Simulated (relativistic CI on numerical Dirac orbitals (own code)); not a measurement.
## What each ingredient does to the levels of Pt74+

Base calculation: Dirac-Coulomb-Breit CI, KLI orbitals optimised for each configuration, model QED (radiative potential, 1s self-energy scaled to tabulated hydrogen-like ionisation energies), unscaled Slater integrals.

Configuration list (outside the closed core 1s2): 2s2, 2s 2p, 2p2, 2p 3s, 2p 3p, 2s 3s, 2s 3p, 2s 3d, 2s 4s, 2s 4p, 2s 4d, 2s 4f, 2s 5s, 3s2, 2s 5p, 2s 5d, 2s 5f, 2s 5g, 3s 3p, 3p2. Levels of other configurations are missing.

Variants: (1) valence Slater integrals scaled by 0.9; (2) configuration mixing switched off; (3) QED terms removed. Shifts of the energy above 2s2 1S_0, in eV, for the lowest level and the first level of each name with at least 55 % of one term (blank where a level changes its place among those of its configuration and J or its character, or is not in the variant):

| Level | Base | Δ(1) | Δ(2) | Δ(3) |
| --- | --- | --- | --- | --- |
| 2s2 1S_0 | 0.0 | 0.0 | 0.0 | 0.0 |
| 2s 2p 3P°_0 | 190.4 | +1.3 | -11.0 | +21.8 |
| 2s 2p 3P°_1 | 226.2 | -2.8 | -11.0 | +21.8 |
| 2p2 3P_0 | 532.5 | -4.7 | -19.3 | +43.7 |
| 2s 2p 3P°_2 | 2075.2 | +1.5 | -11.2 | +20.3 |
| 2s 2p 1P°_1 | 2172.8 | -8.0 | -11.1 | +20.3 |
| 2p2 3P_1 | 2370.1 | +0.2 | -11.1 | +42.9 |
| 2p2 1D_2 | 2388.2 | -2.6 | -10.8 | +42.9 |
| 2p2 3P_2 | 4269.0 | -1.2 | -11.0 | +41.4 |
| 2p2 1S_0 | 4342.7 | -7.7 | -13.4 | +41.4 |
| 2s 3s 3S_1 | 12421.7 | -0.8 | -10.2 | +17.3 |
| 2s 3s 1S_0 | 12459.3 | -4.1 | -7.3 | +17.6 |
| 2s 3p 3P°_1 | 12510.0 | -1.8 | -9.9 | +24.0 |
| 2s 3p 3P°_0 | 12510.2 | -1.6 | -11.2 | +23.9 |
| 2p 3s 3P°_0 | 12656.3 | -1.6 | -11.4 | +40.0 |
| 2p 3s 3P°_1 | 12658.8 | -2.0 | -10.8 | +39.8 |
| 2p 3p 3D_1 | 12709.4 | +0.2 | -10.7 | +46.5 |
| 2p 3p 3P_0 | 12769.5 | -5.6 | -14.5 | +46.3 |
| 2s 3p 3P°_2 | 13067.5 | -1.7 | -11.2 | +23.4 |
| 2s 3p 1P°_1 | 13075.6 | -2.6 | -12.1 | +23.5 |
| 2s 3d 3D_1 | 13103.1 | -1.4 | -11.7 | +24.7 |
| 2s 3d 3D_2 | 13108.7 | -2.1 | -10.8 | +24.7 |

At this charge energies of transitions that change n are usually good to better than 1 %, and those within a shell (Δn = 0) to a few per cent.

Ionisation energy from the two ground configurations alone: base 21841.1 eV; QED terms removed 21866.5 eV. The NIST ASD value (theoretical) is 21840 eV.

LS names give the leading component of a level, which can be under half, so a name can repeat, a term be missing and a line seem to break the LS rules.
